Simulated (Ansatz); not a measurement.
Nudged elastic band run: CH7FOSi

Input:

```yaml
crystal:
  periodic: [false, false, false]
  atoms:
    - { symbol: Si, position_ang: [-0.973599, 0.50183, 0.768774] }
    - { symbol: F, position_ang: [0.221906, 1.608173, 0.270278] }
    - { symbol: O, position_ang: [-0.930168, -0.920096, -0.172295] }
    - { symbol: C, position_ang: [0.086912, -1.954693, -0.129849] }
    - { symbol: H, position_ang: [-2.306931, 1.111718, 0.518412] }
    - { symbol: H, position_ang: [-0.658241, 0.185556, 2.202538] }
    - { symbol: H, position_ang: [1.569892, 2.878425, -1.295447] }
    - { symbol: H, position_ang: [1.981713, 3.267109, -1.778699] }
    - { symbol: H, position_ang: [-0.358541, -2.857229, -0.551913] }
    - { symbol: H, position_ang: [0.412904, -2.15916, 0.90004] }
    - { symbol: H, position_ang: [0.954154, -1.661633, -0.73204] }
magnetization:
  spin_polarized: true
basis:
  gaussian: { orbitals: "6-31G" }
hamiltonian:
  xc: b3lyp
neb:
  order_check: false
  images: 9
  f_tol: 0.05
  max_iterations: 60
  final_atoms:
    - { symbol: Si, position_ang: [-1.0690344, 0.89747772, 0.40648757] }
    - { symbol: F, position_ang: [2.20023029, 0.99819974, -0.32305184] }
    - { symbol: O, position_ang: [-0.97982974, -0.69168096, -0.26648962] }
    - { symbol: C, position_ang: [0.18416298, -1.56117854, -0.20945477] }
    - { symbol: H, position_ang: [-2.51808352, 1.25982877, 0.4012824] }
    - { symbol: H, position_ang: [-0.49300116, 0.96539032, 1.79465769] }
    - { symbol: H, position_ang: [1.6015263, 1.59469979, -0.76333824] }
    - { symbol: H, position_ang: [-0.33427798, 1.91790969, -0.44568196] }
    - { symbol: H, position_ang: [-0.05122641, -2.4381379, -0.81470973] }
    - { symbol: H, position_ang: [0.38254513, -1.87841947, 0.82251071] }
    - { symbol: H, position_ang: [1.07698953, -1.06408916, -0.6024132] }
  initial_path:
    images:
      - { positions_ang: [[-0.973599, 0.50183, 0.768774], [0.221906, 1.608173, 0.270278], [-0.930168, -0.920096, -0.172295], [0.086912, -1.954693, -0.129849], [-2.306931, 1.111718, 0.518412], [-0.658241, 0.185556, 2.202538], [1.569892, 2.878425, -1.295447], [1.981713, 3.267109, -1.778699], [-0.358541, -2.857229, -0.551913], [0.412904, -2.15916, 0.90004], [0.954154, -1.661633, -0.73204]] }
      - { positions_ang: [[-0.89499209, 0.58276582, 0.68499125], [0.45618092, 1.45880303, 0.21942361], [-0.89516833, -0.85570288, -0.17317293], [0.08972922, -1.90460353, -0.13620949], [-2.23707938, 1.14509578, 0.42753139], [-0.56535854, 0.38456551, 2.10561794], [1.44515018, 2.66493289, -1.15335208], [1.60443795, 3.06733673, -1.57284734], [-0.32787892, -2.7616222, -0.63378195], [0.3341358, -2.17137837, 0.87958394], [0.9908442, -1.61019277, -0.64798535]] }
      - { positions_ang: [[-0.81638518, 0.66370163, 0.60120851], [0.69045583, 1.30943307, 0.16856922], [-0.86016867, -0.79130976, -0.17405086], [0.09254644, -1.85451405, -0.14256998], [-2.16722776, 1.17847356, 0.33665077], [-0.47247607, 0.58357502, 2.00869788], [1.32040836, 2.45144077, -1.01125715], [1.22716289, 2.86756447, -1.36699567], [-0.29721683, -2.6660154, -0.7156509], [0.2553676, -2.18359675, 0.85912788], [1.0275344, -1.55875255, -0.5639307]] }
      - { positions_ang: [[-0.73777827, 0.74463745, 0.51742576], [0.92473075, 1.1600631, 0.11771483], [-0.825169, -0.72691664, -0.17492878], [0.09536366, -1.80442458, -0.14893047], [-2.09737615, 1.21185134, 0.24577016], [-0.37959361, 0.78258453, 1.91177783], [1.19566654, 2.23794866, -0.86916223], [0.84988784, 2.6677922, -1.16114401], [-0.26655475, -2.5704086, -0.79751985], [0.1765994, -2.19581512, 0.83867182], [1.0642246, -1.50731232, -0.47987605]] }
      - { positions_ang: [[-0.65917136, 0.82557326, 0.43364302], [1.15900566, 1.01069313, 0.06686044], [-0.79016934, -0.66252352, -0.17580671], [0.09818088, -1.75433511, -0.15529096], [-2.02752453, 1.24522911, 0.15488954], [-0.28671114, 0.98159404, 1.81485777], [1.07092471, 2.02445655, -0.72706731], [0.47261278, 2.46801994, -0.95529235], [-0.23589267, -2.47480181, -0.8793888], [0.0978312, -2.2080335, 0.81821576], [1.1009148, -1.4558721, -0.39582139]] }
      - { positions_ang: [[-0.58056444, 0.90650908, 0.34986027], [1.39328058, 0.86132317, 0.01600605], [-0.75516967, -0.59813041, -0.17668464], [0.10099809, -1.70424563, -0.16165145], [-1.95767291, 1.27860689, 0.06400893], [-0.19382868, 1.18060355, 1.71793771], [0.94618289, 1.81096443, -0.58497238], [0.09533773, 2.26824767, -0.74944068], [-0.20523058, -2.37919501, -0.96125775], [0.01906299, -2.22025187, 0.79775969], [1.137605, -1.40443187, -0.31176674]] }
      - { positions_ang: [[-0.67825844, 0.90470281, 0.36118573], [1.55467052, 0.88869848, -0.05180553], [-0.80010168, -0.61684052, -0.19464564], [0.11763107, -1.67563221, -0.17121212], [-2.06975503, 1.27485127, 0.13146362], [-0.25366317, 1.1375609, 1.73328171], [1.07725157, 1.7677115, -0.62064555], [0.00941458, 2.19818008, -0.68868894], [-0.17442975, -2.39098359, -0.93194815], [0.09175942, -2.15188539, 0.8027099], [1.1254819, -1.33636333, -0.36989603]] }
      - { positions_ang: [[-0.77595243, 0.90289653, 0.37251119], [1.71606046, 0.9160738, -0.11961711], [-0.8450337, -0.63555063, -0.21260663], [0.13426405, -1.6470188, -0.18077278], [-2.18183715, 1.27109564, 0.19891832], [-0.31349767, 1.09451826, 1.7486257], [1.20832025, 1.72445858, -0.65631872], [-0.07650856, 2.12811248, -0.62793719], [-0.14362891, -2.40277216, -0.90263854], [0.16445585, -2.08351891, 0.8076601], [1.11335881, -1.26829479, -0.42802533]] }
      - { positions_ang: [[-0.87364642, 0.90109026, 0.38383665], [1.8774504, 0.94344911, -0.18742869], [-0.88996571, -0.65426074, -0.23056763], [0.15089703, -1.61840538, -0.19033344], [-2.29391928, 1.26734002, 0.26637301], [-0.37333217, 1.05147561, 1.7639697], [1.33938894, 1.68120565, -0.6919919], [-0.1624317, 2.05804488, -0.56718545], [-0.11282808, -2.41456074, -0.87332894], [0.23715228, -2.01515243, 0.8126103], [1.10123571, -1.20022625, -0.48615462]] }
      - { positions_ang: [[-0.97134041, 0.89928399, 0.39516211], [2.03884034, 0.97082442, -0.25524027], [-0.93489773, -0.67297085, -0.24852863], [0.16753, -1.58979196, -0.19989411], [-2.4060014, 1.2635844, 0.33382771], [-0.43316666, 1.00843297, 1.77931369], [1.47045762, 1.63795272, -0.72766507], [-0.24835484, 1.98797729, -0.5064337], [-0.08202725, -2.42634932, -0.84401934], [0.30984871, -1.94678595, 0.8175605], [1.08911262, -1.13215771, -0.54428391]] }
      - { positions_ang: [[-1.0690344, 0.89747772, 0.40648757], [2.20023029, 0.99819974, -0.32305184], [-0.97982974, -0.69168096, -0.26648962], [0.18416298, -1.56117854, -0.20945477], [-2.51808352, 1.25982877, 0.4012824], [-0.49300116, 0.96539032, 1.79465769], [1.6015263, 1.59469979, -0.76333824], [-0.33427798, 1.91790969, -0.44568196], [-0.05122641, -2.4381379, -0.81470973], [0.38254513, -1.87841947, 0.82251071], [1.07698953, -1.06408916, -0.6024132]] }
```

Launched with:

```bash
$ ansatz run input.yaml --threads 1 --pin off --max-ram 2048MiB --backend cpu --events-out ev --progress --plain --runs-dir out
```

Output, in part (warnings, iteration lines, the closing report on the highest movable image, with atoms numbered from 0):

```
NEB end point (image 0): max|allowed force component| = 2.793e-2 eV/Å (the criterion of neb.relax_end_points is 1.000e-2)
NEB end point (image 10): max|allowed force component| = 1.735e-2 eV/Å (the criterion of neb.relax_end_points is 1.000e-2)
NEB iter   1: max|band force component| = 1.021e1 eV/Å  barrier→ = 2.8551 eV  barrier← = 1.6769 eV  Δτ_max = 0.2000 Å  (290 SCF iters)
NEB iter   2: max|band force component| = 1.840e0 eV/Å  barrier→ = 2.4809 eV  barrier← = 1.3027 eV  Δτ_max = 0.2000 Å  (268 SCF iters)
NEB iter   3: max|band force component| = 1.780e0 eV/Å  barrier→ = 2.7192 eV  barrier← = 1.5410 eV  Δτ_max = 0.1016 Å  (265 SCF iters)
NEB iter   4: max|band force component| = 1.647e0 eV/Å  barrier→ = 2.7627 eV  barrier← = 1.5845 eV  Δτ_max = 0.1030 Å  (267 SCF iters)
NEB iter   5: max|band force component| = 1.790e0 eV/Å  barrier→ = 2.5900 eV  barrier← = 1.4118 eV  Δτ_max = 0.0502 Å  (259 SCF iters)
NEB iter   6: max|band force component| = 1.838e0 eV/Å  barrier→ = 2.3787 eV  barrier← = 1.2005 eV  Δτ_max = 0.1023 Å  (259 SCF iters)
NEB iter   7: max|band force component| = 1.842e0 eV/Å  barrier→ = 2.3666 eV  barrier← = 1.1884 eV  Δτ_max = 0.2000 Å  (262 SCF iters)
NEB iter   8: max|band force component| = 3.117e0 eV/Å  barrier→ = 2.5770 eV  barrier← = 1.3988 eV  Δτ_max = 0.1013 Å  (268 SCF iters)
NEB iter   9: max|band force component| = 1.337e0 eV/Å  barrier→ = 2.4824 eV  barrier← = 1.3042 eV  Δτ_max = 0.1988 Å  (258 SCF iters)
NEB iter  10: max|band force component| = 3.329e0 eV/Å  barrier→ = 2.2228 eV  barrier← = 1.0446 eV  Δτ_max = 0.1012 Å  (263 SCF iters)
NEB iter  11: max|band force component| = 1.143e0 eV/Å  barrier→ = 2.0640 eV  barrier← = 0.8859 eV  Δτ_max = 0.1592 Å  (257 SCF iters)
NEB iter  12: max|band force component| = 7.809e-1 eV/Å  barrier→ = 2.0764 eV  barrier← = 0.8982 eV  Δτ_max = 0.1170 Å  (254 SCF iters)
NEB iter  13: max|band force component| = 7.655e-1 eV/Å  barrier→ = 2.1137 eV  barrier← = 0.9355 eV  CI = image 8  Δτ_max = 0.1922 Å  (250 SCF iters)
NEB iter  14: max|band force component| = 1.323e0 eV/Å  barrier→ = 2.2361 eV  barrier← = 1.0579 eV  CI = image 8  Δτ_max = 0.1007 Å  (259 SCF iters)
NEB iter  15: max|band force component| = 1.498e0 eV/Å  barrier→ = 2.2137 eV  barrier← = 1.0355 eV  CI = image 8  Δτ_max = 0.2000 Å  (251 SCF iters)
NEB iter  16: max|band force component| = 6.766e-1 eV/Å  barrier→ = 2.5259 eV  barrier← = 1.3477 eV  CI = image 8  Δτ_max = 0.1229 Å  (256 SCF iters)
NEB iter  17: max|band force component| = 5.193e-1 eV/Å  barrier→ = 2.5303 eV  barrier← = 1.3521 eV  CI = image 8  Δτ_max = 0.1918 Å  (254 SCF iters)
NEB iter  18: max|band force component| = 5.937e-1 eV/Å  barrier→ = 2.4704 eV  barrier← = 1.2922 eV  CI = image 8  Δτ_max = 0.1005 Å  (253 SCF iters)
NEB iter  19: max|band force component| = 1.400e-1 eV/Å  barrier→ = 2.4692 eV  barrier← = 1.2910 eV  CI = image 8  Δτ_max = 0.0469 Å  (255 SCF iters)
NEB iter  20: max|band force component| = 9.338e-2 eV/Å  barrier→ = 2.4684 eV  barrier← = 1.2902 eV  CI = image 8  Δτ_max = 0.0579 Å  (239 SCF iters)
NEB iter  21: max|band force component| = 6.540e-2 eV/Å  barrier→ = 2.4674 eV  barrier← = 1.2892 eV  CI = image 8  Δτ_max = 0.0460 Å  (239 SCF iters)
NEB iter  22: max|band force component| = 7.702e-2 eV/Å  barrier→ = 2.4670 eV  barrier← = 1.2888 eV  CI = image 8  Δτ_max = 0.0230 Å  (229 SCF iters)
NEB iter  23: max|band force component| = 3.077e-2 eV/Å  barrier→ = 2.4666 eV  barrier← = 1.2884 eV  CI = image 8  Δτ_max = 0.0000 Å  (462 SCF iters)
Total energy: -13788.85579412 eV, -506.7311040118 hartree
Atom 0 at    -0.642667     0.903891     0.315557 Å, force    -0.002102     0.008100    -0.006090 eV/Å
Atom 1 at     1.368429     0.846752    -0.291387 Å, force     0.009263    -0.023131     0.014781 eV/Å
Atom 2 at    -0.808349    -0.712018    -0.240156 Å, force     0.024387     0.007781    -0.003117 eV/Å
Atom 3 at     0.190490    -1.765578    -0.183712 Å, force     0.003449    -0.022758     0.001122 eV/Å
Atom 4 at    -1.992526     1.403796    -0.086988 Å, force    -0.005269     0.004341     0.002283 eV/Å
Atom 5 at    -0.326875     1.075344     1.766180 Å, force     0.000527     0.004347     0.003490 eV/Å
Atom 6 at     0.892701     1.932028    -0.433059 Å, force    -0.024064     0.023841    -0.010217 eV/Å
Atom 7 at     0.029911     2.424151    -0.326538 Å, force     0.007052    -0.014529     0.002171 eV/Å
Atom 8 at    -0.211227    -2.609386    -0.746327 Å, force    -0.010705    -0.001515    -0.006201 eV/Å
Atom 9 at     0.370286    -2.073401     0.853492 Å, force     0.003124     0.004085     0.002087 eV/Å
Atom 10 at     1.129827    -1.425580    -0.627262 Å, force    -0.005662     0.009439    -0.000310 eV/Å
Dipole moment:     0.009897     0.043209     0.187455 e Å
```

The run converged. Neighbouring images differ by up to 1.5 eV, so the band resolves the path poorly. A vibrational analysis at the climbing image gives one clearly imaginary mode, 1196i cm⁻¹: a first-order saddle point. The orbitals stay closed-shell, which can raise the energy where a bond breaks towards radicals; this wasn't checked here. Limits of this set-up: no polarisation functions.

Final band (atoms are numbered from 1 in the order of the input):

| image | path coordinate (Å) | energy (eV) | Si1–F2 (Å) | H7–H8 (Å) | Si1–H8 (Å) |
| --- | --- | --- | --- | --- | --- |
| 0 | 0.00 | 0.00 | 1.70 | 0.74 | 4.78 |
| 1 | 0.78 | 0.00 | 1.70 | 0.74 | 4.70 |
| 2 | 1.56 | 0.00 | 1.70 | 0.74 | 4.59 |
| 3 | 2.34 | 0.01 | 1.70 | 0.74 | 4.40 |
| 4 | 3.12 | 0.02 | 1.70 | 0.74 | 3.93 |
| 5 | 3.90 | 0.08 | 1.71 | 0.74 | 3.45 |
| 6 | 4.68 | 0.28 | 1.71 | 0.74 | 2.90 |
| 7 | 5.46 | 1.00 | 1.77 | 0.75 | 2.30 |
| 8 | 6.24 | 2.47 | 2.10 | 1.00 | 1.78 |
| 9 | 7.12 | 1.41 | 2.78 | 1.50 | 1.55 |
| 10 | 8.00 | 1.18 | 3.35 | 1.99 | 1.52 |

Run time: 7.3 min on 1 thread of Intel(R) Xeon(R) 6975P-C (Granite Rapids) (shared host), peak memory 0.18 GiB.
